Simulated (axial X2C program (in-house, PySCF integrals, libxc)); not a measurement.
What spin–orbit coupling does to SrCo⁺

Computed with an in-house relativistic program for diatomic molecules. Spin-free means the one-electron spin-free X2C Hamiltonian; two-component (2c) means X2C with spin–orbit coupling and atomic mean-field two-electron Coulomb and Gaunt terms, so the difference of the two also holds small scalar two-electron terms. Basis: Sr dyall-v3z [13s12p8d3f], Co dyall-v3z [9s10p6d3f2g] (cores contracted in-house); Gaussian nuclei, density fitting, unrestricted open shells. Masses: Sr 87.906 u, Co 58.933 u.

Spin-free state: M_S = 1, Λ = 3 (beyond evenly filled blocks: π+α, π+β, π-α, δ+α, δ+β, δ-α); fragments Sr+ + Co.

| level | Re (Å) | ωe (cm⁻¹) | De (eV) | μ (D) |
| --- | --- | --- | --- | --- |
| PBE0 | 2.784 | 171.2 | 1.195 | -5.93 |
| PW91 | 2.727 | 183.4 | 1.733 | -5.86 |
| M06 | 2.766 | 179.9 | 1.716 | -7.52 |

Dipoles are positive if Co is the positive end and refer to the centre of mass.

Two-component determinant lowest at the distance of the search:

Ω = 3 (⟨Sz⟩ = 1.00, ⟨Lz⟩ = 2.00 at PBE0); fragments Sr+ + Co.

| level | Re (Å) | ωe (cm⁻¹) | μ (D) |
| --- | --- | --- | --- |
| PBE0 | 2.777 | 168.5 | -5.77 |
| PW91 | 2.701 | 186.0 | -5.66 |
| M06 | 2.754 | 183.6 | -7.36 |

From the two tables, how do the constants change at the PBE0 level (2c against spin-free)?

At the PBE0 level Re goes down by 0.007 Å and ωe goes down by 2.7 cm⁻¹. The two determinants differ in configuration, so these shifts compare two states and are not the spin–orbit effect on one state.

The state is a single determinant with fixed occupations, the lowest that a limited PBE0 search found. Dissociation energies refer to the lowest single-determinant-based atoms at the same level and basis. De is not given where an atomic determinant may have missed its ground term or J level, or where the truncated virtual space spoils (T). Density functionals use the spin component along the axis (collinear). PBE0 can misorder states that lie within some tenths of an eV, so this need not be the ground state of the molecule. The nearest other spin-free determinant of the search, M_S = 1, Λ = 1, lies 0.17 eV up at the distance of the search. Without a current term, density functionals place determinants with orbital angular momentum somewhat too high. With several unpaired electrons one determinant need not be a pure state. At some level and bond length an empty orbital lies below a filled one. The determinant is spin-polarised beyond a pure state at some levels (its spin-free form has ⟨S²⟩ too high), which makes Re and μ there less reliable.
